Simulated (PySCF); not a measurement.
**Ga³⁺ (gallium, charge +3) across methods**

[Ar] 3d10, closed-shell 1S. Calculation: PySCF 2.14, in x2c-TZVPPall; scalar relativity by spin-free X2C-1e.

| method | E (hartree) | mean ε 3s (eV) | mean ε 3p (eV) | mean ε 3d (eV) | Σ⟨r²⟩ (bohr²) | ⟨S²⟩ |
| --- | --- | --- | --- | --- | --- | --- |
| PBE0 | -1941.447 | -189.64 | -138.79 | -55.911 | 12.45 | 0.000 |
| wB97X-V | -1941.546 | -190.68 | -140.30 | -58.215 | 12.47 | 0.000 |
| r2SCAN | -1941.667 | -186.26 | -135.35 | -52.896 | 12.44 | 0.000 |
| PBE | -1941.407 | -181.73 | -132.50 | -52.528 | 12.55 | 0.000 |
| LDA | -1938.505 | -181.16 | -132.42 | -52.907 | 12.55 | 0.000 |
| wB97X | -1941.772 | -190.28 | -139.98 | -57.976 | 12.42 | 0.000 |
| PBEsol | -1939.909 | -181.33 | -132.28 | -52.488 | 12.54 | 0.000 |
| CAM-B3LYP | -1941.807 | -190.00 | -139.63 | -57.445 | 12.51 | 0.000 |

Question: Estimate the same row for UHF.

Answer: E (hartree) = -1940.18895; mean ε 3s (eV) = -212.08; mean ε 3p (eV) = -156.43; mean ε 3d (eV) = -65.007; Σ⟨r²⟩ (bohr²) = 12.26; ⟨S²⟩ = 0.000.
